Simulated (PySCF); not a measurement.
Two species compared at the same levels of theory.

First species: C₅H₇ClO₂.
SMILES: `O=C(Cl)[C@H]1C[C@H]1OC`

Second species: CF3SO2Cl.
SMILES: `O=S(=O)(Cl)C(F)(F)F`

Levels: PBE0/def2-SVPD for dipole moment, HOMO energy, LUMO energy, HOMO–LUMO gap, static isotropic polarisability and electronic spatial extent ⟨r²⟩ about the centre of nuclear charge; TDDFT PBE0/def2-SVPD for lowest singlet excitation; TDA PBE0/def2-SVPD for lowest triplet excitation (Tamm–Dancoff); GFN2-xTB for rotational constant A and rotational constant C. Geometries: GFN2-xTB. Each structure is a single optimised conformer of the isolated species, non-relativistic unless stated; the electronic structure was computed with PySCF and density fitting.

The conformers computed, where there is a choice (atom-mapped SMILES and torsion angles):
- `[CH3:1][O:2][C@@H:3]1[CH2:4][C@@H:5]1[C:6](=[O:7])[Cl:8]`: C1–O2–C3–C4 -82°, C4–C5–C6–O7 -13°
- `[O:1]=[S:2](=[O:3])([Cl:4])[C:5]([F:6])([F:7])[F:8]`: O1–S2–C5–F6 -66°

Q: Which of the two has the higher T1 energy, and by how much?

A: The second: 5.34 eV against 4.65 eV, a difference of 0.69 eV.

Q: Which of the two has the higher dipole moment, and by how much?

A: The first: 4.37 D against 1.91 D, a difference of 2.46 D.

Q: Which of the two has the higher rotational constant A, and by how much?

A: The first: 3.492 GHz against 2.108 GHz, a difference of 1.384 GHz.

Q: Which of the two has the higher ⟨r²⟩, and by how much?

A: The first: 1315 bohr² against 1039 bohr², a difference of 276 bohr².

Q: Which has the higher static isotropic polarisability?

A: The first: 80.8 au against 57.0 au, a difference of 23.8 au.

Q: Which has the higher rotational constant C?

A: The second: 1.168 GHz against 0.912 GHz, a difference of 0.256 GHz.

Q: Which of the two has the higher HOMO energy, and by how much?

A: The first: -7.90 eV against -9.97 eV, a difference of 2.07 eV.

Q: Which has the higher HOMO–LUMO gap?

A: The second: 7.68 eV against 6.83 eV, a difference of 0.85 eV.

On the first: The 8 singlets span 5.16 to 7.58 eV, and their oscillator strengths add up to 0.29. The polarisability is 11.98 Å³ as a volume (1 au = 0.148185 Å³), or 1.15 au for each of the 70 electrons.

On the second: A dipole of 1.91 D is allowed in Cs, and pure rotational transitions are dipole-allowed. S1 lies 1.65 eV below the HOMO–LUMO gap; its leading configuration is HOMO→LUMO, weight 0.98.
